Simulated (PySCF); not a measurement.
Species: CH7FSSi2.
SMILES: `C[SiH2][Si@H](F)S`

Jobs on this species (12 atoms, 66 electrons) with PySCF (density fitting). Hardware of each: one thread, Arm Neoverse V2 (aarch64), on a shared host. Other jobs ran on the host; a repeat could differ by tens of per cent or more. Peak memory is the resident size of the whole Python process, interpreter and libraries included.

```csv
level and settings,work,basis functions,SCF cycles,wall time,peak memory
"delta-SCF UKS PBE, pcX-2 on the ionised atom, pcseg-1 elsewhere, spin-free X2C","ΔSCF core ionisation, 8 holes",159,?,?,?
"delta-SCF UKS HF, pcX-2 on the ionised atom, pcseg-1 elsewhere, spin-free X2C","ΔSCF core ionisation, 8 holes",159,98,40 s,0.63 GiB
"delta-SCF UKS SCAN, pcX-1 on the ionised atom, pcseg-1 elsewhere, spin-free X2C","ΔSCF core ionisation, 8 holes",139,113,37 s,0.48 GiB
"delta-SCF UKS SCAN, pcX-2 on the ionised atom, pcseg-1 elsewhere, non-relativistic","ΔSCF core ionisation, 8 holes",159,114,44 s,0.58 GiB
"delta-SCF UKS B3LYP, pcX-2 on the ionised atom, pcseg-1 elsewhere, spin-free X2C","ΔSCF core ionisation, 8 holes",159,104,67 s,0.68 GiB
"PBE0-D3(BJ)/def2-SVP, grid level 1",geometry optimisation from a GFN2-xTB start shaken at random,117,78,66 s,0.48 GiB
"delta-SCF UKS PBE0, pcX-2 on the ionised atom, pcseg-1 elsewhere, spin-free X2C","ΔSCF core ionisation, 8 holes",159,99,60 s,0.61 GiB
"delta-SCF UKS SCAN, def2-TZVP on the ionised atom, pcseg-1 elsewhere, spin-free X2C","ΔSCF core ionisation, 8 holes",136,114,41 s,0.45 GiB
"delta-SCF UKS SCAN, pcX-2 on the ionised atom, pcseg-1 elsewhere, spin-free X2C","ΔSCF core ionisation, 8 holes",159,116,52 s,0.60 GiB
```

Q: Fill in the missing figures.

A: 
- delta-SCF UKS PBE, pcX-2 on the ionised atom, pcseg-1 elsewhere, spin-free X2C; ΔSCF core ionisation, 8 holes: 32 s, 0.58 GiB, 116 SCF cycles

Q: What do all jobs in the table cost together?

A: About 7.3 min; the longest takes about 15 % of that, and about 2.1 times as long as the shortest.
